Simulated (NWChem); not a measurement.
System: AlSiNH6O5; SMILES [OH][Al]([OH])[NH][Si](O)(O)O

Excerpt of the output:

```
             Northwest Computational Chemistry Package (NWChem) 7.3.0
             --------------------------------------------------------

 C1  symmetry detected

                             Geometry "geometry" -> ""
                             -------------------------

 Output coordinates in angstroms (scale by  1.889725989 to convert to a.u.)

  No.       Tag          Charge          X              Y              Z
 ---- ---------------- ---------- -------------- -------------- --------------
    1 Si                  14.0000    -0.08223874     1.37791947    -0.00961410
    2 O                    8.0000     1.40766465     1.22099041    -0.65725861
    3 O                    8.0000    -1.06186304     2.38337347    -0.82762054
    4 O                    8.0000     0.14281837     2.04362501     1.45798949
    5 N                    7.0000    -0.85682304    -0.16902318    -0.01742459
    6 Al                  13.0000    -0.07876860    -1.78747177     0.00635475
    7 O                    8.0000    -1.08166410    -3.08679828     0.08034279
    8 O                    8.0000     1.56971181    -1.93531532    -0.04252980
    9 H                    1.0000     1.46576449     0.79076726    -1.50497869
   10 H                    1.0000    -1.10638739     3.29022519    -0.53884783
   11 H                    1.0000     0.78909067     1.64886027     2.03527629
   12 H                    1.0000    -1.86177618    -0.13993370     0.03562669
   13 H                    1.0000    -1.31877022    -4.00080364     0.11261570
   14 H                    1.0000     2.39183257    -1.46669488    -0.05312100

 Effective nuclear repulsion energy (a.u.)     571.1321562519

                                Z-matrix (autoz)
                                --------

 Units are Angstrom for bonds and degrees for angles

[...]

      ----------------------
      Optimization converged
      ----------------------

  Step       Energy      Delta E   Gmax     Grms     Xrms     Xmax
  ---- ---------------- -------- -------- -------- -------- --------
@   51    -965.49570511 -2.8D-07  0.00007  0.00002  0.00052  0.00136
                                     ok       ok       ok       ok

                                Z-matrix (autoz)
                                --------

 Units are Angstrom for bonds and degrees for angles

[...]
```

Level: PBE-D3(BJ)/def2-SVP. Not confirmed as a minimum by frequencies.

Task: Reconstruct the input file.

Result: One answer among several that fit: the input that was run:
```
start job
memory heap 200 mb stack 900 mb global 1100 mb
geometry units angstroms
  Si    -1.369215    -0.226151     0.102654
  O     -1.407409     1.398850    -0.044978
  O     -2.396193    -1.009122    -0.883251
  O     -1.855679    -0.542328     1.622871
  N      0.216922    -0.783622    -0.305352
  Al     1.763002     0.123149    -0.192600
  O      3.131652    -0.702717    -0.572423
  O      1.781013     1.711298     0.275581
  H     -1.095136     1.764162    -0.867249
  H     -3.252637    -1.241219    -0.536283
  H     -1.438913    -0.067232     2.335161
  H      0.269294    -1.752234    -0.574869
  H      4.057242    -0.835268    -0.707996
  H      1.255406     2.438922     0.575415
end
basis spherical
  * library def2-svp
end
dft
  xc xpbe96 cpbe96
  disp vdw 4
  iterations 150
end
driver
  maxiter 120
end
task dft optimize
```
